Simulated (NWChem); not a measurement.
# CH₅ClOSi₂; SMILES [Si@@H]1(Cl)O[SiH2]C1

```xyz
10

Cl    -0.0619    -2.1657    -0.4088
Si     0.1257    -0.4150     0.6644
C      1.3451     0.8188    -0.0780
Si    -0.2209     1.8576    -0.3536
O     -1.1613     0.6330     0.3749
H      0.2488    -0.7877     2.0948
H      2.0789     1.2382     0.6274
H      1.8676     0.4742    -0.9825
H     -0.6119     2.0948    -1.7712
H     -0.2921     3.1315     0.4159
```
Atoms are numbered in this order, from 1.

Program: NWChem. Pople sets run with spherical d functions. Structure relaxed at the PBE0/def2-SVP level. GIAO values for the isolated, static molecule; σ is the absolute isotropic shielding, δ = σ(reference) − σ with the isolated reference molecule computed at the same levels (13C: tetramethylsilane, 1H: tetramethylsilane, 29Si: tetramethylsilane).

| level | δ Si2 (ppm) | δ C3 (ppm) | δ Si4 (ppm) | δ H6 (ppm) | δ H7 (ppm) | δ H8 (ppm) | δ H10 (ppm) |
|---|---|---|---|---|---|---|---|
| LDA (Slater exchange, VWN5)/pcSseg-1 | ? | ? | ? | ? | ? | ? | ? |
| B3LYP/6-31G* | 33.9 | 13.9 | 21.5 | 5.94 | 1.35 | 1.22 | 5.58 |
| Hartree-Fock/6-31G* | 17.1 | 7.6 | 4.7 | 5.49 | 0.98 | 0.92 | 5.25 |

Task: What belongs in the gaps?

Result: 
- LDA (Slater exchange, VWN5)/pcSseg-1, δ Si2 (ppm): 31.8
- LDA (Slater exchange, VWN5)/pcSseg-1, δ C3 (ppm): 18.1
- LDA (Slater exchange, VWN5)/pcSseg-1, δ Si4 (ppm): 13.0
- LDA (Slater exchange, VWN5)/pcSseg-1, δ H6 (ppm): 6.46
- LDA (Slater exchange, VWN5)/pcSseg-1, δ H7 (ppm): 1.79
- LDA (Slater exchange, VWN5)/pcSseg-1, δ H8 (ppm): 1.65
- LDA (Slater exchange, VWN5)/pcSseg-1, δ H10 (ppm): 5.95
